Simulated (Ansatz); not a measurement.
A run on AlB$_{2}$H$_{4}$NO (`N[B]1[AlH][B]1O`) with other settings.

```yaml
crystal:
  periodic: [false, false, false]
  atoms:
    - {symbol: N, position_ang: [1.035952, 0.533943, -1.351299]}
    - {symbol: B, position_ang: [0.334599, -0.390236, -0.615379]}
    - {symbol: Al, position_ang: [-1.019887, -1.711221, 0.109724]}
    - {symbol: B, position_ang: [-0.529831, 0.029920, 1.012144]}
    - {symbol: O, position_ang: [-0.482779, 1.267166, 1.508135]}
    - {symbol: H, position_ang: [1.639228, 1.230205, -0.940659]}
    - {symbol: H, position_ang: [0.985001, 0.585752, -2.357225]}
    - {symbol: H, position_ang: [-0.577907, -3.137020, 0.674358]}
    - {symbol: H, position_ang: [-1.295976, 1.545192, 1.943101]}
basis:
  gaussian: {orbitals: def2-TZVPD}
total_charge: 1
magnetization: {spin_polarized: true, initial_magnetization: 1}
hamiltonian: {xc: {name: r2SCAN50}}
accuracy: high
scf: {lower_state_search: light}
output: {forces: true}
```

```sh
$ ansatz run in.yaml --threads 2 --pin off --events-out ev --progress --plain --max-ram 4352MiB
```

Output, abridged:

```
Functional definition: r2SCAN50
3730 factors; integrals over basis functions are off by at most 3.8e-9 eV
mean field evaluation 1: about -11525.8659 eV, gradient 6.1e1 eV
mean field evaluation 2: about -11498.5119 eV, gradient 8.8e1 eV
mean field evaluation 4: about -11540.5639 eV, gradient 3.6e0 eV
mean field evaluation 8: about -11540.7136 eV, gradient 6.6e-1 eV
mean field evaluation 16: about -11540.7189 eV, gradient 2.2e-2 eV
mean field evaluation 32: about -11540.7190 eV, gradient 7.0e-4 eV
mean field evaluation 64: about -11540.7190 eV, gradient 1.8e-7 eV
mean field -11540.71900426 eV, -424.1136008261 hartree, gradient 8.2e-8 eV, S^2 0.774637; 4 other end points of the search recorded, 0 dependent functions left out
reference -11540.71900713 eV, -424.1136009318 hartree; 21, 20 occupied and 209, 210 virtual orbitals, 3730 factors
Total energy: -11540.71900713 eV, -424.1136009318 hartree
Atom 0 at     1.035952     0.533943    -1.351299 Å, force    -0.586479    -0.777775     1.172690 eV/Å
Atom 1 at     0.334599    -0.390236    -0.615379 Å, force     1.271382     0.968503    -2.813239 eV/Å
Atom 2 at    -1.019887    -1.711221     0.109724 Å, force     0.702616    -1.015048     0.411083 eV/Å
Atom 3 at    -0.529831     0.029920     1.012144 Å, force    -0.803122     2.865288     2.357251 eV/Å
Atom 4 at    -0.482779     1.267166     1.508135 Å, force    -0.315209    -2.277917    -0.990450 eV/Å
Atom 5 at     1.639228     1.230205    -0.940659 Å, force    -0.159533    -0.122006    -0.142738 eV/Å
Atom 6 at     0.985001     0.585752    -2.357225 Å, force     0.032999    -0.137807     0.247018 eV/Å
Atom 7 at    -0.577907    -3.137020     0.674358 Å, force    -0.482380     0.376751    -0.278380 eV/Å
Atom 8 at    -1.295976     1.545192     1.943101 Å, force     0.339725     0.120010     0.036766 eV/Å
Dipole moment:    -0.349678     0.058270    -0.264766 e Å
```

Run time 89 s (2 threads of an Intel Xeon Platinum 8488C on a shared host); peak host memory 1.9 GiB.
